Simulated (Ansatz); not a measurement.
Consider the ligand exchange at a Ge–O bond: `FB[O][GeH3]` + `C[SiH2]N` → `C[SiH2][NH][GeH3]` + `OBF`.

Calculated with Ansatz (gas phase, PBE0-D4/def2-TZVP geometries, no zero-point term in ΔE). CBS: MP2 limit from def2 TZ/QZ plus the TZ coupled-cluster correction, frozen cores. This one scheme is used for every species. Functionals use def2-TZVPP. B3LYP here is the variant with VWN-RPA as its local correlation; programs differ in this. For Ge outer-core shells are correlated without core-valence functions, which leaves a few kJ/mol of doubt a bond. Scalar relativity is left out up to krypton. Each species was taken in one conformer, which may not be the lowest.

`FB[O][GeH3]`:

```xyz
8

F     0.607   -0.069    2.719
B     0.588   -0.287    1.409
O    -0.296    0.386    0.664
Ge   -0.519    0.276   -1.113
H     1.370   -1.081    0.961
H     0.483   -0.747   -1.664
H    -0.262    1.686   -1.652
H    -1.971   -0.164   -1.323
```

`C[SiH2]N`:

Cartesian coordinates in Å:
```
C 0.756 0.632 -0.993
Si 0.133 -0.638 0.231
N -1.238 -0.189 1.168
H 1.626 0.249 -1.534
H 1.054 1.555 -0.488
H -0.014 0.883 -1.728
H 1.231 -0.945 1.189
H -0.240 -1.870 -0.518
H -1.153 0.478 1.917
H -2.155 -0.155 0.755
```

`C[SiH2][NH][GeH3]`:

Cartesian coordinates in Å:
```
C -1.476 -0.901 -1.503
Si 0.174 -0.243 -0.932
N 0.020 0.709 0.495
Ge 1.142 0.724 1.950
H -1.358 -1.502 -2.409
H -1.937 -1.523 -0.732
H -2.164 -0.083 -1.735
H 0.782 0.514 -2.069
H 1.102 -1.354 -0.583
H -0.610 1.497 0.457
H 1.717 -0.691 2.092
H 0.315 1.116 3.187
H 2.294 1.738 1.783
```

`OBF`:

Z-matrix (Å, degrees):
```
B
O 1 1.344
F 1 1.332 2 120.3
H 1 1.192 2 120.1 3 -180.0
H 2 0.963 1 113.4 3 -0.0
```

| level | ΔE (kJ/mol) | difference from CCSD(T)/CBS |
| --- | --- | --- |
| BLYP-D4 | 16.8 | 3.8 |
| PBE0-D4 | 12.3 | -0.7 |
| CAM-B3LYP-D4 | 18.6 | 5.6 |
| B3LYP | 21.6 | 8.6 |
| CAM-B3LYP | 21.6 | 8.6 |
| LC-ωPBE | 16.9 | 3.9 |
| HF/def2-SVP | 14.7 | 1.7 |
| SCS-MP2/def2-TZVPP | 15.7 | 2.7 |
| CCSD/def2-TZVPP | 14.6 | 1.6 |
| SCS-MP2/def2-QZVPP | 16.0 | 3.0 |
| CCSD(T)/CBS | 13.0 | 0 |

Largest T1 diagnostic among the species: 0.013.

At CCSD(T), def2-SVP lies −6.7 kJ/mol from the extrapolated value and def2-TZVPP +0.5 kJ/mol. In def2-TZVPP, CCSD(T) changes the Hartree–Fock value by −10.5 kJ/mol (the triples alone add −1.2 kJ/mol) and MP2 by −11.3 kJ/mol.
